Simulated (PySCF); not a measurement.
Correlation energy of Se⁺ (selenium, charge +1)

[Ar] 3d10 4s1 4p3 5s1, high-spin 6S determinant (an excited configuration). All numbers are calculated (PySCF 2.14, scalar relativity through the core potential, in aug-cc-pVTZ-PP with ECP10MDF). Frozen: 3s2 3p6 3d10; 5 electrons correlated.

| level | correlation energy (mhartree) |
| --- | --- |
| CCSD | -37.58 |
| (T) | -0.65 |
| CCSD(T) | -38.23 |

Diagnostics: T1 = 0.0084, D1 = 0.0263, largest double amplitude 0.027.

The outer electron is Rydberg-like, and this basis confines it to a smaller radius and binds it less than a complete one would.

Cost of the coupled-cluster step: of the order of 0.7 core-seconds, for 5 correlated electrons.

Iterations:

```
CC2 = 0
CCSD nocc = (np.int64(5), np.int64(0)), nmo = (46, 46)
frozen orbitals [[0, 1, 2, 3, 4, 5, 6, 7, 8], [0, 1, 2, 3, 4, 5, 6, 7, 8]]
max_cycle = 100
direct = 0
conv_tol = 1e-08
conv_tol_normt = 1e-06
diis_space = 8
diis_start_cycle = 0
Init t2, MP2 energy = -0.029486722534793
Init E_corr(UCCSD) = -0.0294867225348655
cycle = 1  E_corr(UCCSD) = -0.0355950780364138  dE = -0.0061083555  norm(t1,t2) = 0.0300312
cycle = 2  E_corr(UCCSD) = -0.0370299147768736  dE = -0.00143483674  norm(t1,t2) = 0.0101818
cycle = 3  E_corr(UCCSD) = -0.0376325425469452  dE = -0.00060262777  norm(t1,t2) = 0.00399935
cycle = 4  E_corr(UCCSD) = -0.0375805666156055  dE = 5.19759313e-05  norm(t1,t2) = 0.000489981
cycle = 5  E_corr(UCCSD) = -0.0375810706424241  dE = -5.04026819e-07  norm(t1,t2) = 3.2724e-05
cycle = 6  E_corr(UCCSD) = -0.0375809526398903  dE = 1.18002534e-07  norm(t1,t2) = 2.78683e-06
cycle = 7  E_corr(UCCSD) = -0.0375809890553093  dE = -3.6415419e-08  norm(t1,t2) = 3.63668e-07
cycle = 8  E_corr(UCCSD) = -0.0375809861008691  dE = 2.95444018e-09  norm(t1,t2) = 5.11842e-08
UCCSD converged
E(UCCSD) = -370.9246672060212  E_corr = -0.03758098610086914
UCCSD(T) correction = -0.000645216712537518
```
